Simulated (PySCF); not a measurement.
`C[SiH2]N[Si](N)(S)S`: 4 charge schemes on one density

CH10N2S2Si2.
Structure used (GFN2-xTB), in Å, numbered top down from 1:
```xyz
17
CH10N2S2Si2 angstrom
C      3.0540   -0.3508    0.2572
Si     1.4298    0.2705    1.0011
N      0.1618   -0.4216    0.0282
Si    -1.5129   -0.0316    0.0628
N     -2.0835    1.3765   -0.7338
S     -2.5940   -1.6220   -0.9141
S     -2.0100    0.2262    2.1390
H      3.8950    0.0965    0.7753
H      3.1526   -1.4286    0.3445
H      3.1419   -0.0927   -0.7939
H      1.3025    1.7290    0.8951
H      1.2717   -0.1539    2.3937
H      0.4376   -1.1394   -0.6221
H     -2.2088    1.3675   -1.7323
H     -1.7812    2.2819   -0.4156
H     -2.3617   -2.5380    0.0127
H     -3.3020    0.4426    1.9417
```

Density: PBE0/pcSseg-1 (PySCF); schemes: Mulliken, IAO, Hirshfeld and ESP-fitted. The structure is a single GFN2-xTB conformer in the gas phase; no vibrational or solvent corrections.

Q: Atoms with like bonding are taken together and averaged. At which atom do the 4 schemes differ most?

A: At Si4: from +0.381 (Hirshfeld) to +1.089 e (IAO), 0.708 e apart.

Q: Which atoms carry the lowest charge in the Mulliken, IAO, Hirshfeld and ESP-fitted schemes?

A: The schemes don't all agree: Mulliken N3 (-0.829); IAO N3 (-0.959); Hirshfeld N3 (-0.341); ESP-fitted N5 (-0.976).

Q: Which atoms carry the highest charge in the Mulliken, IAO, Hirshfeld and ESP-fitted schemes?

A: The schemes don't all agree: Mulliken Si4 (+0.902); IAO Si4 (+1.089); Hirshfeld Si4 (+0.381); ESP-fitted Si2 (+0.701).

Q: Tabulate the Mulliken, IAO, Hirshfeld and ESP-fitted charges.

A: In e; atoms taken as equivalent share a row and are averaged (×n: the atom named and its like, n in all):

```json
{"atom": "C1", "environment": "Si-methyl carbon", "Mulliken": "-0.649", "IAO": "-0.726", "Hirshfeld": "-0.212", "ESP-fitted": "-0.757"}
{"atom": "Si2", "environment": "SiH2 silicon", "Mulliken": "+0.778", "IAO": "+0.905", "Hirshfeld": "+0.371", "ESP-fitted": "+0.701"}
{"atom": "N3", "environment": "nitrogen bridging silicon atoms", "Mulliken": "-0.829", "IAO": "-0.959", "Hirshfeld": "-0.341", "ESP-fitted": "-0.619"}
{"atom": "Si4", "environment": "four-coordinate silicon", "Mulliken": "+0.902", "IAO": "+1.089", "Hirshfeld": "+0.381", "ESP-fitted": "+0.473"}
{"atom": "N5", "environment": "silicon-bound nitrogen", "Mulliken": "-0.605", "IAO": "-0.853", "Hirshfeld": "-0.323", "ESP-fitted": "-0.976"}
{"atom": "S6/S7", "environment": "sulfur bonded to Si and H", "Mulliken": "-0.394", "IAO": "-0.343", "Hirshfeld": "-0.151", "ESP-fitted": "-0.371"}
{"atom": "H8/H9/H10", "environment": "methyl hydrogen", "Mulliken": "+0.140", "IAO": "+0.159", "Hirshfeld": "+0.045", "ESP-fitted": "+0.188"}
{"atom": "H11/H12", "environment": "Si–H hydrogen", "Mulliken": "-0.100", "IAO": "-0.148", "Hirshfeld": "-0.088", "ESP-fitted": "-0.122"}
{"atom": "H13", "environment": "N–H hydrogen", "Mulliken": "+0.228", "IAO": "+0.278", "Hirshfeld": "+0.112", "ESP-fitted": "+0.311"}
{"atom": "H14/H15", "environment": "N–H hydrogen", "Mulliken": "+0.203", "IAO": "+0.270", "Hirshfeld": "+0.119", "ESP-fitted": "+0.419"}
{"atom": "H16/H17", "environment": "S–H hydrogen", "Mulliken": "+0.168", "IAO": "+0.115", "Hirshfeld": "+0.058", "ESP-fitted": "+0.224"}
```

Mean size of the charges over all atoms: IAO 0.414 e, ESP-fitted 0.393 e, Mulliken 0.361 e, Hirshfeld 0.159 e. Each set sums to the total charge, 0, to within 0.001 e. The IAO scheme counts the electrons in orthogonalised intrinsic atomic orbitals, a minimal basis polarised so that it spans the occupied orbitals exactly.

Some averages cover members that differ in this geometry: H14/H15, ESP-fitted +0.393 to +0.444; H16/H17, ESP-fitted +0.199 to +0.250; S6/S7, ESP-fitted -0.395 to -0.347; H11/H12, Mulliken -0.114 to -0.087 e.

Q: How many electrons does the Hirshfeld scheme count on N3?

A: Z − q = 7 − (-0.341) = 7.341.

Q: How closely do the schemes follow one another over all atoms?

A: Correlation coefficient and root-mean-square difference: Mulliken with IAO 0.99, 0.098 e; IAO with Hirshfeld 0.99, 0.335 e; Mulliken with Hirshfeld 0.99, 0.259 e; Hirshfeld with ESP-fitted 0.94, 0.283 e; IAO with ESP-fitted 0.93, 0.193 e; Mulliken with ESP-fitted 0.93, 0.172 e.

Q: Sum the charges by element, for elements with more than one atom.

A: 
```
element  atoms  Mulliken     IAO  Hirshfeld  ESP-fitted
     Si      2    +1.680  +1.994     +0.753      +1.174
      N      2    -1.434  -1.812     -0.664      -1.595
      S      2    -0.787  -0.686     -0.302      -0.742
      H     10    +1.189  +1.228     +0.426      +1.919
```
